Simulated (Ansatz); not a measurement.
C₃H₁₁NSi₂, SMILES N1(CC[C@H]1[SiH3])[SiH3].

Geometry optimised at r2SCAN-D4/def2-SVP. The structure was generated by enumeration; whether it is a known compound was not checked.

Two levels are set side by side: PBE/def2-SVPD (Ansatz, a quantum-chemistry and plane-wave program) and CAM-B3LYP/def2-SVPD (Ansatz). Energy differences of separate SCF runs at the same geometry; the states with an electron removed or added have multiplicity 2 and 2. Differences are taken from unrounded values.

| quantity | CAM-B3LYP |
|---|---|
| vertical ionisation energy (eV) | 8.16 |
| vertical singlet–triplet gap (eV) | 5.30 |

### Question
What does PBE give, and how far is it from CAM-B3LYP? (An estimate is asked for; the answer gives what the named calculation found.)

### Answer

```tsv
quantity	PBE	PBE minus CAM-B3LYP
vertical ionisation energy (eV)	7.86	-0.30
vertical singlet–triplet gap (eV)	4.62	-0.69
```
